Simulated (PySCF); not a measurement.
CH6S2Si, SMILES C[SiH](S)S. Geometry: PBE-D3(BJ)/def2-SVP. The values are those of a single conformer.

Computed equilibrium geometry at PBE-D3(BJ)/def2-SVP (PySCF confirms it by a frequency run) as a Z-matrix (one conformer of several):
```
Si
H 1 1.5060
C 1 1.8791 2 110.55
H 3 1.1081 1 110.42 2 -178.94
H 3 1.1086 4 108.27 1 -120.53
H 3 1.1093 4 108.84 5 -117.70
S 1 2.1589 2 112.46 3 118.06
H 7 1.3627 1 94.16 2 62.48
S 1 2.1706 2 107.35 3 -124.16
H 9 1.3639 1 93.74 2 32.45
```
